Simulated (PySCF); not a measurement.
# ECD: SMILES N#CC(F)=C=CF, C4HF2N

Cartesian coordinates in Å; atom numbers follow the order of the lines, from 1:
```xyz
8

N    -2.2860    1.8492   -0.1794
C    -1.6765    0.8827   -0.0429
C    -0.9033   -0.3057    0.1266
F    -1.5856   -1.4302   -0.1019
C     0.3509   -0.2999    0.4755
C     1.6198   -0.2443    0.7466
F     2.0924   -0.2545    1.9867
H     2.3992   -0.1905   -0.0069
```

Computed with PySCF 2.14.0, TDDFT CAM-B3LYP/def2-TZVPD circular dichroism and optical rotation, one conformer, gas phase. Geometry: PBE0-D3(BJ)/def2-TZVP.

No stereocentre is labelled: unless the shape is locked (an allene, a helicene, a hindered biaryl), the mirror image is equally populated and a measured rotation or CD is zero.

(1) Which excitations and rotatory strengths does the calculation give?

Answers

(1) Rotatory strengths R in 10⁻⁴⁰ esu² cm², velocity form and length form (origin at the centre of mass); f in length form.
```tsv
state	E (eV)	λ (nm)	f	R (velocity)	R (length)	main
1	5.05	246	0.0006	+3.4	+3.4	HOMO−1→LUMO 0.95
2	5.40	230	0.0003	+4.0	+4.1	HOMO→LUMO+1 0.94
3	6.06	205	0.140	-1.4	-1.4	HOMO→LUMO 0.76, HOMO−1→LUMO+1 0.18
4	6.84	181	7e-05	-1.1	-1.1	HOMO−2→LUMO 0.88
5	7.22	172	0.764	+13.6	+13.6	HOMO−1→LUMO+1 0.74, HOMO→LUMO 0.11
6	7.47	166	0.001	+1.7	+1.7	HOMO−3→LUMO+1 0.34, HOMO→LUMO+6 0.27
7	7.67	162	0.194	-25.6	-25.6	HOMO−3→LUMO 0.42, HOMO−2→LUMO+1 0.24
8	7.84	158	0.044	+35.2	+35.3	HOMO→LUMO+2 0.71
9	7.98	155	0.092	-15.3	-16.2	HOMO−1→LUMO+2 0.76, HOMO−4→LUMO 0.16
10	8.01	155	0.027	+5.0	+5.8	HOMO−4→LUMO 0.74, HOMO−1→LUMO+2 0.17
11	8.61	144	0.011	-7.9	-7.8	HOMO−4→LUMO+1 0.69, HOMO−4→LUMO+6 0.08
12	8.63	144	0.002	+1.1	+1.1	HOMO−3→LUMO+1 0.40, HOMO→LUMO+4 0.32
```

Among the states computed, the strongest CD band (largest |R|) is state 8. The largest dissymmetry factor in size, g = 4R/(D+G), with D and G the electric and magnetic dipole strengths, is -0.15 for state 4 (velocity form, f = 7e-05), among bands with |R| over 0.5. The mirror image has the same energies and oscillator strengths and all R with the opposite sign.
